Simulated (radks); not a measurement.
Results of a calculation; reference values are marked as such.
How relativity changes the ionisation of the copper ion Cu27+ ([He]) to Cu28+ (1s1). Spin-unpolarised spherical Kohn-Sham, PBEsol, point nucleus unless stated (finite: rms radius 3.8823 fm), a radial shooting solver on a logarithmic mesh with Libxc functionals. A level marked "c x" has the speed of light scaled by that factor.

level                        E(Cu27+) (hartree)  E(Cu28+) (hartree)  IE (eV)   HOMO  <r> HOMO (bohr)
non-rel.                             -821.92201          -418.43758  10979.4     1s          0.05248
scalar-rel.                          -831.25283          -423.22890  11102.9     1s          0.05170
scalar-rel., finite nucleus          -831.24616          -423.22550  11102.8     1s          0.05170
Dirac                                -831.25283          -423.22890  11102.9  1s1/2          0.05170
Dirac, finite nucleus                -831.24616          -423.22550  11102.8  1s1/2          0.05170
Dirac, c x 0.85                      -834.95240          -425.12902  11151.9  1s1/2          0.05139
Dirac, c x 1.25                      -827.84464          -421.47864  11057.8  1s1/2          0.05198
Dirac, c x 5                         -822.28720          -418.62508  10984.2  1s1/2          0.05244

NIST Atomic Spectra Database: 11062.4 eV (theoretical). The relativistic part of the total energy of Cu27+ is -9.324 hartree (Dirac, finite nucleus), 1.1 % of the non-relativistic value. Spin polarisation and multiplet splitting of open shells are left out at every level.

Beside tabulated values, note that spin-unpolarised runs miss the spin-polarisation part of the exchange energy of open shells.
